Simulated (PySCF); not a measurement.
Isomers of C6H10F2Si.

All values: PBE0/pcSseg-1 (PySCF) at GFN2-xTB geometries, gas phase, one conformer each.

**Question.** Rank by the highest Hirshfeld charge on any atom, highest value first.
A. `[CH2:1]=[CH:2][CH2:3][Si@H:4]([F:5])[CH2:6]/[CH:7]=[CH:8]/[F:9]` with C1–C2–C3–Si4 -110°, C2–C3–Si4–F5 -178°, C3–Si4–C6–C7 -72°, Si4–C6–C7–C8 -111°
B. `[CH3:1]/[CH:2]=[C:3]1\[CH2:4][SiH2:5][C@H:6]1[CH:7]([F:8])[F:9]` with Si5–C6–C7–F8 41°
C. `[CH:1]#[C:2][CH2:3][C@@:4]([F:5])([CH2:6][F:7])[SiH2:8][CH3:9]` with C2–C3–C4–F5 177°, C3–C4–C6–F7 156°, C3–C4–Si8–C9 155°
D. `[CH2:1]=[C:2]([CH3:3])[C@H:4]([SiH3:5])/[C:6]([F:7])=[CH:8]\[F:9]` with C1–C2–C4–Si5 84°, C2–C4–C6–F7 77°

**Answer.** A (+0.454 e), B (+0.348 e), C (+0.323 e), D (+0.310 e).

**Question.** Rank by HOMO–LUMO gap, lowest first.
A. `[CH:1]#[C:2][CH2:3][C@@:4]([F:5])([CH2:6][F:7])[SiH2:8][CH3:9]` with C2–C3–C4–F5 177°, C3–C4–C6–F7 156°, C3–C4–Si8–C9 155°
B. `[CH:1]#[C:2][C@:3]([CH3:4])([SiH2:5][CH3:6])[CH:7]([F:8])[F:9]` with C2–C3–Si5–C6 -56°, C2–C3–C7–F8 176°
C. `[CH2:1]=[C:2]([CH3:3])[C@H:4]([SiH3:5])/[C:6]([F:7])=[CH:8]\[F:9]` with C1–C2–C4–Si5 84°, C2–C4–C6–F7 77°
D. `[CH2:1]=[CH:2][CH2:3][Si@H:4]([F:5])[CH2:6]/[CH:7]=[CH:8]/[F:9]` with C1–C2–C3–Si4 -110°, C2–C3–Si4–F5 -178°, C3–Si4–C6–C7 -72°, Si4–C6–C7–C8 -111°
E. `[CH3:1]/[CH:2]=[C:3]1\[CH2:4][SiH2:5][C@H:6]1[CH:7]([F:8])[F:9]` with Si5–C6–C7–F8 41°

**Answer.** D (6.71 eV), E (7.05 eV), C (7.20 eV), B (8.29 eV), A (8.62 eV).

**Question.** Rank by LUMO energy, highest first.
A. `[CH3:1]/[CH:2]=[C:3]1\[CH2:4][SiH2:5][C@H:6]1[CH:7]([F:8])[F:9]` with Si5–C6–C7–F8 41°
B. `[CH:1]#[C:2][C@:3]([CH3:4])([SiH2:5][CH3:6])[CH:7]([F:8])[F:9]` with C2–C3–Si5–C6 -56°, C2–C3–C7–F8 176°
C. `[F:1]/[CH:2]=[C:3](/[F:4])[C@@H:5]([SiH3:6])[CH:7]1[CH2:8][CH2:9]1` with C2–C3–C5–Si6 111°, C3–C5–C7–C8 156°
D. `[CH2:1]=[C:2]([CH3:3])[C@H:4]([SiH3:5])/[C:6]([F:7])=[CH:8]\[F:9]` with C1–C2–C4–Si5 84°, C2–C4–C6–F7 77°
E. `[CH2:1]=[CH:2][CH2:3][Si@H:4]([F:5])[CH2:6]/[CH:7]=[CH:8]/[F:9]` with C1–C2–C3–Si4 -110°, C2–C3–Si4–F5 -178°, C3–Si4–C6–C7 -72°, Si4–C6–C7–C8 -111°

**Answer.** B (0.61 eV), C (0.32 eV), D (0.10 eV), A (-0.02 eV), E (-0.30 eV).

All values together:

```csv
SMILES,μ (D),HOMO (eV),LUMO (eV),lowest IAO charge (e),highest IAO charge (e),lowest Hirshfeld charge (e),highest Hirshfeld charge (e)
C=CC[Si@H](F)C/C=C/F,0.64,-7.01,-0.30,-0.566 (C),+1.231 (Si),-0.214 (F),+0.454 (Si)
C=CC[C@H]([SiH3])/C(F)=C/F,2.60,-7.02,0.06,-0.379 (C),+0.602 (Si),-0.110 (C),+0.313 (Si)
C#C[C@](C)([SiH2]C)C(F)F,1.47,-7.69,0.61,-0.713 (C),+0.772 (Si),-0.213 (C),+0.341 (Si)
C/C=C1\C[SiH2][C@H]1C(F)F,2.31,-7.07,-0.02,-0.554 (C),+0.744 (Si),-0.166 (C),+0.348 (Si)
F/C=C(/F)[C@@H]([SiH3])C1CC1,0.82,-6.96,0.32,-0.385 (C),+0.603 (Si),-0.113 (C),+0.310 (Si)
C=C(C)[C@H]([SiH3])/C(F)=C\F,0.78,-7.10,0.10,-0.422 (C),+0.616 (Si),-0.122 (C),+0.310 (Si)
C#CC[C@@](F)(CF)[SiH2]C,1.41,-8.07,0.54,-0.711 (C),+0.753 (Si),-0.212 (C),+0.323 (Si)
```

Conformers: `[CH2:1]=[CH:2][CH2:3][Si@H:4]([F:5])[CH2:6]/[CH:7]=[CH:8]/[F:9]` with C1–C2–C3–Si4 -110°, C2–C3–Si4–F5 -178°, C3–Si4–C6–C7 -72°, Si4–C6–C7–C8 -111°; `[CH2:1]=[CH:2][CH2:3][C@H:4]([SiH3:5])/[C:6]([F:7])=[CH:8]/[F:9]` with C1–C2–C3–C4 112°, C2–C3–C4–Si5 -172°, C3–C4–C6–F7 60°; `[CH:1]#[C:2][C@:3]([CH3:4])([SiH2:5][CH3:6])[CH:7]([F:8])[F:9]` with C2–C3–Si5–C6 -56°, C2–C3–C7–F8 176°; `[CH3:1]/[CH:2]=[C:3]1\[CH2:4][SiH2:5][C@H:6]1[CH:7]([F:8])[F:9]` with Si5–C6–C7–F8 41°; `[F:1]/[CH:2]=[C:3](/[F:4])[C@@H:5]([SiH3:6])[CH:7]1[CH2:8][CH2:9]1` with C2–C3–C5–Si6 111°, C3–C5–C7–C8 156°; `[CH2:1]=[C:2]([CH3:3])[C@H:4]([SiH3:5])/[C:6]([F:7])=[CH:8]\[F:9]` with C1–C2–C4–Si5 84°, C2–C4–C6–F7 77°; `[CH:1]#[C:2][CH2:3][C@@:4]([F:5])([CH2:6][F:7])[SiH2:8][CH3:9]` with C2–C3–C4–F5 177°, C3–C4–C6–F7 156°, C3–C4–Si8–C9 155°.
